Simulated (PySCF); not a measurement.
**Ionisation energy of Co⁺ by level of theory**

Co⁺ [Ar] 3d8 (3F) → Co²⁺ [Ar] 3d7 (4F), as a difference of total energies. Computed with PySCF 2.14 in x2c-SVPall, with scalar relativity by spin-free X2C-1e. Correlated levels: valence: [Ar] frozen. The calculations carry no spin-orbit coupling.

```
           method  ionisation energy (eV)  difference from reference (eV)
              UHF                  14.206                          -2.878
             TPSS                  17.497                          +0.413
            B3LYP                  17.656                          +0.572
    MP2 (valence)                  16.423                          -0.661
SCS-MP2 (valence)                  16.263                          -0.821
```

Reference: 17.084 eV (measured; NIST Atomic Spectra Database, ionization energies).

The reference lies between the lowest fine-structure levels, while these numbers refer to the centres of the terms.

Errors of the correlated levels include the incompleteness of this basis and the frozen core.
